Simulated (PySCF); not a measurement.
Two-dimensional NMR puzzle

Compound of formula C₃H₁₁NOSi₃. Correlations simulated from computed shifts and the bond graph:

HSQC (one-bond C–H):
```csv
δH,δC
3.73,67.7
2.54,21.4
```

COSY cross peaks (H two or three bonds apart, from the bond graph; peaks can be absent where the dihedral angle is near 90°):
```csv
δH,δH
5.92,3.56
3.73,2.54
```

HMBC (two and three bonds, from the bond graph):
```csv
δH,δC
5.92,67.7
3.73,"120.6, 21.4"
2.54,"120.6, 67.7"
```

Carbons without hydrogens: δ 120.6.

All values are calculated (PySCF): GFN2-xTB geometry, shieldings: GIAO PBE0/pcSseg-1. One averaged value for each set of equivalent atoms, non-relativistic, a single conformation, isolated molecule.

Chemical shifts δ = σref − σ; ¹H (σref 31.72) and ¹³C (σref 186.93) against TMS, all at this level.

Exchangeable hydrogens are left out of these lists.

Q: Work out the connectivity.

A: SMILES N#CCCO[SiH]([SiH3])[SiH3].

Mapped SMILES: `[N:1]#[C:2][CH2:3][CH2:4][O:5][SiH:6]([SiH3:7])[SiH3:8]` (H(Xn): hydrogen on atom n).

δC 120.6 is C2, a nitrile carbon. δC 67.7 is C4, an sp3 CH2 bonded to O (δH 3.73). δC 21.4 is C3, an sp3 CH2 α to a nitrile (δH 2.54). HMBC from δH 3.73 reaches the proton-free carbon C2. HMBC from δH 2.54 reaches the proton-free carbon C2. COSY links 5.92–3.56, 3.73–2.54.

The shifts were computed for this structure.

Shifts are as computed. Against solution values, carbons near 30 ppm lie about +3 ppm off and those near 130 ppm about +5 ppm. Of 1309 compounds with measured shifts, 239 miss one by over three times the rms of a fit or turn the order of signals round; such compounds aren't used in these exercises.
